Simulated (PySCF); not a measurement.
Spectrum to structure. The calculation used TDDFT CAM-B3LYP/def2-SVPD, vertical, gas phase, core orbitals frozen in the response (PySCF). Geometries: GFN2-xTB, one conformer each.

```tsv
state	E (eV)	λ (nm)	f
S1	6.08	204.1	0.0009
S2	7.56	164.1	0.260
S3	8.13	152.5	0.0059
S4	8.48	146.3	0.028
S5	8.56	144.8	0.019
S6	8.86	139.9	0.0003
S7	8.96	138.3	0.0000
S8	9.00	137.8	0.034
```

Task: Which candidate is it? All have the formula C5H7FO.
A. `C(C1(CC1)C)(=O)F`
B. `[C@@H]1(C=CCOC1)F`
C. `C=CC1(F)COC1`

Result: A. Its S1, at 6.08 eV, is the lowest among the candidates; the nearest of the others has S1 at 6.70 eV. S1 is HOMO-1→LUMO (81%), HOMO-2→LUMO (14%). Löwdin shares by element: HOMO carbon 71% or more (atoms not listed hold the other 29%); LUMO carbon 43% or more, oxygen 30%, fluorine 8% (atoms not listed hold the other 19%). At the same level the other candidates give, for their lowest levels:
- `C=CC1(F)COC1`: 7.09 eV (f 0.000); 7.29 eV (f 0.001); 7.41 eV (f 0.045); 7.47 eV (f 0.504); 7.63 eV (f 0.020); T1 4.47 eV; HOMO -9.18, LUMO 0.92 eV
- `F[C@H]1C=CCOC1`: 6.70 eV (f 0.010); 7.11 eV (f 0.210); 7.30 eV (f 0.079); 7.46 eV (f 0.007); 7.92 eV (f 0.013); T1 4.40 eV; HOMO -9.04, LUMO 0.94 eV

Shape of the structure used: `[CH3:1][C:2]1([C:3](=[O:4])[F:5])[CH2:6][CH2:7]1`: C1–C2–C3–O4 0°.
Triplets come from the Tamm–Dancoff approximation.
